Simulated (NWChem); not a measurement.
System: CHCl$_{2}$F; SMILES ClC(F)Cl

```xyz
5

F      1.5866    -0.1775     0.0000
C      0.3862     0.4014     0.0000
Cl    -0.4951    -0.0588    -1.4600
Cl    -0.4951    -0.0588     1.4600
H      0.4972     1.4939     0.0000
```
Atoms are numbered in this order, from 1.

Program: NWChem. Geometry optimised at PBE0/def2-SVP; all other runs use it. 

```tsv
quantity	level	value
vertical, lowest excitation, singlet (eV)	CAM-B3LYP/def2-SVPD, TDA	7.23
−ε(HOMO) (eV)	PBE/def2-SVP	…
solvation free energy (kcal/mol) in water	PBE0/def2-SVP, SMD	…
anisotropy (bohr³), static	CAM-B3LYP/def2-SVPD	15.2
dipole (D)	PBE0/def2-SVP	1.32
highest harmonic frequency (cm⁻¹)	PBE0/def2-SVP	…
```

Task: Fill in the missing entries.

Result: 
- −ε(HOMO) (eV), value: 7.38
- solvation free energy (kcal/mol) in water, value: -0.6
- highest harmonic frequency (cm⁻¹), value: 3163
